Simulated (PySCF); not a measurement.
C3H4F2Si, SMILES C#CC(F)(F)[SiH3]. Atoms are numbered in the order given.

```xyz
10

C      0.9410    -2.3958     0.0000
C      0.2848    -1.3648     0.0000
C     -0.3913    -0.0680     0.0000
F     -1.2068     0.0425    -1.1131
F     -1.2068     0.0425     1.1131
Si     0.8438     1.4374     0.0000
H      1.5035    -3.3199     0.0000
H      1.6919     1.3580    -1.2345
H      0.0149     2.6871     0.0000
H      1.6919     1.3580     1.2345
```

Coordinates come from a PBE-D3(BJ)/def2-SVP optimisation. The structure was generated by enumeration, and PubChem lists no compound with its InChIKey, so it may never have been made.

All values below come from TDA-B3LYP/def2-SVPD (PySCF).

Vertical excitations. Gas-phase values at a fixed geometry. State labels are in the subgroup Cs.

Computed UV-visible absorptions:
```tsv
state	symmetry	energy (eV)	λ (nm)	f	main pairs
S1	A"	5.91	210	0.002	HOMO→LUMO 93 %
S2	A'	6.20	200	0.019	HOMO→LUMO+1 54 %, HOMO−1→LUMO 41 %
S3	A"	6.33	196	0.002	HOMO−1→LUMO+1 92 %
S4	A'	7.29	170	0.086	HOMO→LUMO+2 43 %, HOMO−2→LUMO+1 26 %, HOMO→LUMO+1 18 %, HOMO−1→LUMO 9 %
S5	A"	7.34	169	0.003	HOMO−2→LUMO 93 %
S6	A'	7.58	163	0.074	HOMO−2→LUMO+1 49 %, HOMO→LUMO+2 46 %
S7	A"	7.82	159	0.015	HOMO−1→LUMO+2 95 %
S8	A'	7.91	157	0.080	HOMO→LUMO+3 96 %
S9	A'	8.17	152	0.066	HOMO→LUMO+4 79 %
S10	A"	8.21	151	0.000	HOMO→LUMO+5 87 %
T1	A'	4.93	251	0	HOMO→LUMO+1 43 %, HOMO−1→LUMO 42 %
T2	A"	5.32	233	0	HOMO→LUMO 70 %, HOMO−1→LUMO+1 20 %
T3	A'	5.37	231	0	HOMO−1→LUMO 51 %, HOMO→LUMO+1 40 %
T4	A"	6.05	205	0	HOMO−1→LUMO+1 69 %, HOMO→LUMO 25 %
```
Triplets are in the Tamm–Dancoff approximation.
